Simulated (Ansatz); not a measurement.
A nudged elastic band was laid between two geometries of ClGeH3O + ClH (8 atoms, charge 0, multiplicity 1).

Method: Ansatz 0.2.0, RKS BHLYP/def2-SVP.

```json
{
 "movable images": "7",
 "climbing image": "yes",
 "spring": "5.0 eV/Å²",
 "optimiser": "quadratic models (default)",
 "start path": "straight line",
 "force threshold": "0.05 eV/Å",
 "iteration limit": "60",
 "end points": "relaxed"
}
```

Image 0:

```xyz
8
Properties=species:S:1:pos:R:3
Ge -0.238 0.153 -0.116
O -0.229 -0.340 1.589
H -1.060 -0.272 2.057
H 1.121 -0.254 -0.650
H -0.595 1.630 -0.226
Cl -1.783 -0.961 -1.123
Cl 1.970 -2.513 1.986
H 1.022 -1.631 2.018
```

Image 8:

```xyz
8
Properties=species:S:1:pos:R:3
Ge 0.831 -0.576 -0.240
O -1.149 0.210 2.082
H -1.781 -0.352 1.636
H 1.789 -0.944 -1.364
H 0.662 0.904 0.023
Cl -1.070 -1.465 -0.758
Cl 1.571 -1.571 1.529
H -0.645 -0.392 2.628
```

Problem. Which bonds break or form, and what moves?

Solution. Bonds broken: Ge1–O2, Cl7–H8. Bonds formed: Ge1–Cl7, O2–H8. ClGeH3O + ClH becomes Cl2GeH2 + H2O.

Problem. What energy profile does the band end with?

Solution. The run converged. The highest image is number 4 of 0 to 8, 0.56 eV above the first end and 0.89 eV above the last; the last end lies 0.33 eV below the first. The order of the stationary point at the top wasn't checked. The orbitals stay closed-shell, which can raise the energy where a bond breaks towards radicals; this wasn't checked here.

```tsv
image	path coordinate (Å)	energy (eV)	Ge1–O2 (Å)	Cl7–H8 (Å)	Ge1–Cl7 (Å)
0	0.00	0.00	1.77	1.30	4.05
1	1.12	0.00	1.77	1.29	4.09
2	2.25	0.00	1.78	1.30	3.83
3	3.37	0.00	1.78	1.30	3.69
4	4.49	0.56	1.90	1.69	2.78
5	5.33	0.34	2.03	2.32	2.33
6	6.17	0.26	2.29	2.42	2.25
7	7.01	-0.13	2.82	2.47	2.18
8	7.86	-0.33	3.15	2.74	2.16
```

Problem. What is the geometry of the highest image?

Solution. 
```xyz
8
Properties=species:S:1:pos:R:3
Ge 0.162 -0.279 -0.072
O -0.649 -0.609 1.611
H -1.346 -1.266 1.684
H 0.883 -1.487 -0.613
H 0.651 1.144 -0.085
Cl -1.729 -0.276 -1.167
Cl 1.958 -0.647 2.019
H 0.279 -0.768 2.158
```

The run took 7.7 min on 2 threads of Arm Neoverse V1, with other jobs on the host, peak memory 0.25 GiB.
